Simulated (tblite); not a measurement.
Compound: C5H4F3S (doublet state).
SMILES with atom numbers: `[F:1][C:2]([F:3])=[C:4]([F:5])[C@H:6]1[CH:7][S:8][CH2:9]1` (hydrogens: H10 on C6; H11 on C7; H12, H13 on C9)
Bond orders are those of one Lewis drawing.

Computed with GFN2-xTB (tblite), gas phase: L-BFGS steps from a force-field or distance-geometry start until the largest atomic force falls under 0.01 eV/Å.

The end geometry, which sets the zero of energy:
```
atom  x, y, z in Å
F1      3.2143   -0.7580   -0.3474
C2      2.0790   -0.0995   -0.5285
F3      2.2332    0.8723   -1.4232
C4      0.9255   -0.3349    0.0891
F5      0.8690   -1.3384    0.9865
C6     -0.3718    0.3570   -0.2082
C7     -1.3834   -0.5518   -0.8320
S8     -2.4926   -0.6160    0.4848
C9     -1.2423    0.6073    1.0364
H10    -0.1463    1.2550   -0.7941
H11    -1.2434   -1.3165   -1.5683
H12    -0.7874    0.3152    1.9793
H13    -1.6581    1.6086    1.1078
```

**Question.** These geometries come from the run, each turned onto the end geometry. Order them by energy, lowest first.
A.
```
atom  x, y, z in Å
F1      3.3655   -0.3282   -0.1710
C2      2.1228    0.0504   -0.4290
F3      2.1058    1.0841   -1.2729
C4      0.9932   -0.4755    0.0435
F5      1.0345   -1.5127    0.8957
C6     -0.3580    0.1100   -0.2426
C7     -1.4715   -0.7935   -0.6579
S8     -2.7085   -0.0452    0.2825
C9     -1.1507    0.6230    0.9760
H10    -0.1753    0.9236   -0.9493
H11    -1.6796   -1.4028   -1.5098
H12    -0.9261    0.0683    1.8852
H13    -1.1565    1.6988    1.1317
```
B.
```
atom  x, y, z in Å
F1      3.3137   -0.5143   -0.1888
C2      2.1235    0.0098   -0.4353
F3      2.2280    1.0600   -1.2435
C4      0.9627   -0.4228    0.0423
F5      0.9642   -1.4786    0.8756
C6     -0.3800    0.1780   -0.2555
C7     -1.4344   -0.7950   -0.6743
S8     -2.6436   -0.3339    0.4656
C9     -1.1695    0.6189    0.9928
H10    -0.2198    1.0009   -0.9639
H11    -1.6084   -1.2456   -1.6288
H12    -0.7712    0.2389    1.9308
H13    -1.3695    1.6841    1.0653
```
C.
```
atom  x, y, z in Å
F1      3.2143   -0.7714   -0.3554
C2      2.0760   -0.1239   -0.5589
F3      2.2117    0.7804   -1.5234
C4      0.9419   -0.3043    0.1104
F5      0.9121   -1.2552    1.0649
C6     -0.3665    0.3707   -0.1847
C7     -1.3539   -0.5412   -0.8402
S8     -2.5110   -0.6064    0.4339
C9     -1.2628    0.5904    1.0485
H10    -0.1590    1.2860   -0.7517
H11    -1.2003   -1.2824   -1.5971
H12    -0.8376    0.2629    1.9942
H13    -1.6691    1.5945    1.1415
```
D.
```
atom  x, y, z in Å
F1      3.2617   -0.3847   -0.1048
C2      2.1112    0.1125   -0.4491
F3      2.0980    1.1407   -1.2832
C4      0.9952   -0.4166    0.0371
F5      1.1416   -1.4301    0.8851
C6     -0.3583    0.0651   -0.2329
C7     -1.5037   -0.8892   -0.4858
S8     -2.6571    0.2885    0.0312
C9     -1.1223    0.6198    0.9706
H10    -0.3863    0.8599   -1.0398
H11    -1.5914   -1.4546   -1.3678
H12    -1.0668   -0.1373    1.7625
H13    -0.9261    1.6262    1.2591
```
E.
```
atom  x, y, z in Å
F1      3.3321   -0.3213   -0.1562
C2      2.1088    0.0981   -0.4390
F3      2.1550    1.1256   -1.2759
C4      0.9886   -0.4342    0.0280
F5      1.1102   -1.4478    0.9002
C6     -0.3805    0.0708   -0.2293
C7     -1.5167   -0.8287   -0.5840
S8     -2.7215    0.2052    0.1091
C9     -1.1454    0.6375    0.9668
H10    -0.3160    0.8161   -1.0067
H11    -1.6160   -1.5038   -1.4065
H12    -1.0713   -0.0728    1.7821
H13    -0.9316    1.6558    1.2938
```

**Answer.** C (0.004 eV), B (0.029 eV), A (0.104 eV), E (0.284 eV), D (0.596 eV).

In the order of the answer:

```json
{"step": "79", "E above end (eV)": "0.004", "largest force (eV/Å)": "0.06", "rms force component (eV/Å)": "0.019", "rms distance from end (Å)": "0.066", "rms bond change (Å)": "0.001", "bond most changed (Å)": "C4–C6 +0.001"}
{"step": "40", "E above end (eV)": "0.029", "largest force (eV/Å)": "0.04", "rms force component (eV/Å)": "0.014", "rms distance from end (Å)": "0.249", "rms bond change (Å)": "0.001", "bond most changed (Å)": "C4–F5 -0.002"}
{"step": "15", "E above end (eV)": "0.104", "largest force (eV/Å)": "0.33", "rms force component (eV/Å)": "0.112", "rms distance from end (Å)": "0.364", "rms bond change (Å)": "0.003", "bond most changed (Å)": "C2–F3 +0.005"}
{"step": "5", "E above end (eV)": "0.284", "largest force (eV/Å)": "0.84", "rms force component (eV/Å)": "0.192", "rms distance from end (Å)": "0.472", "rms bond change (Å)": "0.009", "bond most changed (Å)": "C4–C6 -0.018"}
{"step": "2", "E above end (eV)": "0.596", "largest force (eV/Å)": "1.47", "rms force component (eV/Å)": "0.529", "rms distance from end (Å)": "0.497", "rms bond change (Å)": "0.020", "bond most changed (Å)": "C4–C6 -0.038"}
```

The cost below is that of the whole relaxation. Time: 0.57 s. Hardware: Arm Neoverse V2, one thread (shared host).
